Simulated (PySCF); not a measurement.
Excitation energy of Zr by level of theory

Zr [Kr] 4d2 5s2 (3F) → Zr [Kr] 4d1 5s2 5p1 (high-spin determinant), as a difference of total energies. Computed with PySCF 2.14 in x2c-TZVPPall, with the spin-free X2C one-electron Hamiltonian (Gaussian nucleus). Correlated levels: valence: [Kr] frozen; valence and next inner shell: [Ar] 3d10 frozen. The calculations carry no spin-orbit coupling.

```json
{"method": "UHF", "excitation energy (cm⁻¹)": "23300"}
{"method": "r2SCAN", "excitation energy (cm⁻¹)": "28420"}
{"method": "SCS-MP2 (valence)", "excitation energy (cm⁻¹)": "23149"}
{"method": "MP2 (valence and next inner shell)", "excitation energy (cm⁻¹)": "24522"}
{"method": "SCS-MP2 (valence and next inner shell)", "excitation energy (cm⁻¹)": "23965"}
```

Q: Estimate what PBE0 gives.

A: 26273 cm⁻¹, closest to MP2 (valence and next inner shell) among the rows shown.

Q: Estimate what MP2 (valence) gives.

A: 23826 cm⁻¹, closest to SCS-MP2 (valence and next inner shell) among the rows shown.

A first-order spin-orbit estimate (lowest level to lowest level, LS coupling) adds -0.019 eV.

The basis was made for the ground configuration and has no added diffuse functions, so the excitation energy can come out too high.

The determinant of the upper state mixes LS terms, which raises its energy above the lowest term, most at the Hartree-Fock and MP2 levels.
